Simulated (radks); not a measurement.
The numbers below are computed, except where a source is named.
These are the eigenvalues of the occupied orbitals of an atom or ion with whole-number occupations (eV). Level of theory: scalar-relativistic Kohn-Sham, r2SCAN, spin-polarised, spherical densities, finite nucleus; meta-GGA in the generalised Kohn-Sham scheme; Fermi nuclear charge, rms radius of each element as measured or else 0.836 A^(1/3) + 0.57 fm (a radial shooting solver on a logarithmic mesh with Libxc functionals).

orbital  eigenvalue
1s down   -88370.05
1s up     -88370.03
2s up     -15992.73
2s down   -15991.57
2p up     -13746.05
2p down   -13745.12
3s up     -3995.617
3s down   -3994.231
3p up     -3348.678
3p down   -3347.177
3d up     -2686.617
3d down   -2684.977
4s up     -1054.493
4s down   -1051.760
4p up     -840.5299
4p down   -838.0084
4d up     -591.7928
4d down   -589.1086
4f up     -318.0684
5s up     -316.8978
4f down   -315.0051
5s down   -310.8797
5p up     -253.7588
5p down   -246.8213
5d up     -177.6988

Which element is it, and in what charge state? The configuration may be excited. Open shells, if any, are filled with parallel spins first.

Answer. Z = 82, lead, charge +10: Pb10+ in [Xe] 4f13 5d5. The list shows which subshells hold electrons but not how many an open one holds; the 1s level, -3247.5 hartree, gives Z - s = 80.6 by -(Z - s)^2/2, which with screening and relativity narrows Z to a few neighbours, and the depths of the outer levels then fix element, charge and occupations together.
